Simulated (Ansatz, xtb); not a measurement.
**Two structures of BrGe2H3**

We compare I, `[GeH3][Ge][Br]`, a singlet, with II, a singlet given by its coordinates. Both are isolated molecules in the gas phase, relaxed with B3LYP-D3(BJ)/def2-SVP.

I (Å):

| atom | x (Å) | y (Å) | z (Å) |
| --- | --- | --- | --- |
| Br | -0.5506 | -1.6061 | -2.0057 |
| Ge | -1.0800 | 1.4291 | -0.1622 |
| Ge | -2.3530 | -0.0767 | -1.7699 |
| H | -0.6576 | 0.6331 | 1.0957 |
| H | -1.9109 | 2.6510 | 0.3065 |
| H | 0.2068 | 1.9626 | -0.8363 |

II (Å):

```xyz
6

Br    0.8691    0.9500    0.6180
Ge    0.3352   -1.0682   -1.1624
Ge   -0.8586   -0.8025    1.0222
H    -0.3692   -1.4173    2.3592
H    -0.7978   -0.1377   -1.8103
H    -2.1161    0.0461    1.3447
```

Close contacts (Å): Br1–Ge2 2.74, Br1–Ge3 2.49, Ge2–Ge3 2.50, Ge2–H5 1.60, Ge3–H4 1.55, Ge3–H6 1.55.

Energies in hartree; the thermal terms are from B3LYP-D3(BJ)/def2-SVP harmonic frequencies (ideal gas, rigid rotor, one conformer each, 298.15 K, 1 atm) and include the zero-point energy:

|  | I | II |
| --- | --- | --- |
| E, CCSD(T)/def2-TZVP | −6725.726519 | −6725.718828 |
| zero-point energy | 0.023259 | 0.023121 |
| H(298 K) − E | 0.030469 | 0.029783 |
| G(298 K) − E | −0.010339 | −0.008895 |

**Question.** Work out ΔE, ΔE₀, ΔH and ΔG for I → II in kcal/mol (1 Eh = 627.51 kcal/mol) and the equilibrium ratio [II]/[I].

**Answer.** 1. ΔE = −6725.718828 − (−6725.726519) = +0.007691 Eh = +4.83 kcal/mol.
2. ΔE₀ = ΔE + ΔZPE = +0.007691 + (−0.000138) Eh = +4.74 kcal/mol.
3. ΔH = ΔE + (−0.000686) Eh = +4.40 kcal/mol.
4. ΔG = ΔE + (+0.001444) Eh = +5.73 kcal/mol, so ΔS = (ΔH − ΔG)/T = −18.8 J/(mol K).
5. kT = 0.9442 mEh, so K = [II]/[I] = exp(−ΔG/kT) = exp(−9.68) ≈ 6.3 × 10^−5.

Structure I is favoured at this temperature. An error of 1 kcal/mol in ΔG would change K by a factor of 5.4. GFN2-xTB gave ΔE the other sign. Mirror images and further conformers aren't counted.

Other levels gave ΔE = −2.8 (GFN2-xTB); +28.9 (HF/STO-3G, GFN2-xTB geometries); +6.1 (r2SCAN-D4/def2-SVP, GFN2-xTB geometries); +4.9 (B3LYP-D3(BJ)/def2-SVP); +8.7 (HF/def2-TZVP); +3.8 (MP2/def2-TZVP) kcal/mol. The correlated steps freeze 27 core orbitals; the filled d shell of Br and Ge is correlated, in a basis made for valence electrons. Programs: Ansatz 0.2.0, xtb 6.7.1.
